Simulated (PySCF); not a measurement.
**Radial density of Ti+ (titanium, charge +1)**

UHF, [Ar] 3d2 4p1, one real determinant (an excited configuration). Computed with PySCF 2.14 in aug-cc-pVDZ, with the non-relativistic Hamiltonian (point nucleus).

| r (bohr) | 4πr²ρ (e/bohr) | 4πr²(ρα − ρβ) |
| --- | --- | --- |
| 0.00124 | 0.1307 | 0.0000 |
| 0.00209 | 0.3563 | 0.0000 |
| 0.00351 | 0.9470 | 0.0000 |
| 0.00591 | 2.411 | 0.0000 |
| 0.00994 | 5.716 | -0.0001 |
| 0.0167 | 12.02 | -0.0001 |
| 0.0281 | 20.73 | 0.0000 |
| 0.0473 | 26.01 | 0.0012 |
| 0.0795 | 21.90 | 0.0061 |
| 0.134 | 20.61 | 0.0212 |
| 0.225 | 27.99 | 0.0765 |
| 0.379 | 15.90 | 0.3458 |
| 0.637 | 8.246 | 1.0399 |
| 1.07 | 9.239 | 1.3466 |
| 1.80 | 2.268 | 0.7502 |
| 3.03 | 0.4348 | 0.4066 |
| 5.10 | 0.1681 | 0.1681 |
| 8.57 | 0.009540 | 0.0095 |
| 14.4 | 1.589e-05 | 0.0000 |

⟨L²⟩ = 14.02 against 20 for a pure G term, so this real determinant mixes terms.
